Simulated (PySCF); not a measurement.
C7H6O2S2.
SMILES with atom numbers: `[CH:1]#[C:2][c:3]1[cH:4][cH:5][c:6]([S:7]([CH3:8])(=[O:9])=[O:10])[s:11]1` (hydrogens: H12 on C1; H13 on C4; H14 on C5; H15, H16, H17 on C8)

The geometry is computed with GFN2-xTB (gas phase).

Question: List the bond lengths, angles and torsions at this level.

Answer: 
```json
{"bond": "C1≡C2", "length (pm)": "120.2", "order": "triple"}
{"bond": "C2–C3", "length (pm)": "139.9", "order": "single"}
{"bond": "C3–C4", "length (pm)": "137.2", "order": "aromatic"}
{"bond": "C4–C5", "length (pm)": "140.5", "order": "aromatic"}
{"bond": "C5–C6", "length (pm)": "136.2", "order": "aromatic"}
{"bond": "C6–S7", "length (pm)": "177.5", "order": "single"}
{"bond": "S7–C8", "length (pm)": "181.4", "order": "single"}
{"bond": "S7=O9, S7=O10", "length (pm)": "143.5", "order": "double"}
{"bond": "C6–S11", "length (pm)": "171.7", "order": "aromatic"}
{"bond": "C3–S11", "length (pm)": "174.4", "order": "aromatic"}
{"bond": "C1–H12", "length (pm)": "104.9", "order": "single"}
{"bond": "C4–H13", "length (pm)": "107.5", "order": "single"}
{"bond": "C5–H14", "length (pm)": "107.4", "order": "single"}
{"bond": "C8–H15, C8–H16, C8–H17", "length (pm)": "108.3", "order": "single"}
```

Bonds in one row agree within 1 pm and their mean is given. Orders are formal, as drawn. A selection of angles:
```json
{"angle": "C1–C2–C3", "degrees": "179.6"}
{"angle": "C2–C3–C4", "degrees": "127.4"}
{"angle": "C2–C3–S11", "degrees": "121.1"}
{"angle": "C4–C3–S11", "degrees": "111.5"}
{"angle": "C3–C4–C5", "degrees": "112.7"}
{"angle": "C4–C5–C6", "degrees": "112.5"}
{"angle": "C5–C6–S7", "degrees": "127.4"}
{"angle": "C5–C6–S11", "degrees": "112.9"}
{"angle": "S7–C6–S11", "degrees": "119.6"}
{"angle": "C6–S7–C8", "degrees": "103.2"}
{"angle": "C6–S7–O9", "degrees": "107.7"}
{"angle": "C6–S7–O10", "degrees": "108.5"}
{"angle": "C8–S7–O9", "degrees": "108.9"}
{"angle": "O9–S7–O10", "degrees": "118.8"}
{"angle": "C3–S11–C6", "degrees": "90.4"}
```

Dihedral angles: C5–C6–S7–C8 107° (anticlinal). The mirror-image conformer, all signs reversed, is as good.

The C–S distances run from 1.717 Å (C6–S11, aromatic) to 1.814 Å (S7–C8, drawn single), a spread of 0.097 Å. S11 (thiophene-type sulfur) is bent (angle 90.4°). The C–C distances run from 1.202 Å (C1≡C2, drawn triple) to 1.405 Å (C4–C5, aromatic), a spread of 0.203 Å. The 5-membered ring C3–C4–C5–C6–S11 has internal angles of 90.4° to 112.9° (sum 540°, against 540° for a flat polygon); it is planar, 0.00 Å rms from its mean plane, widest ring torsion 0°. Of the pairs four or more bonds apart, O9···H14 is among the closest relative to their van der Waals radii: 2.77 Å, 102 % of the sum of Bondi's values. S7 (sulfonyl sulfur) is distorted tetrahedral (angles from 103.2° to 118.8°).

Point group: C1 (no symmetry element, even within 0.4 Å). Not checked by GFN2-xTB frequencies. The numbers are those of one conformer.
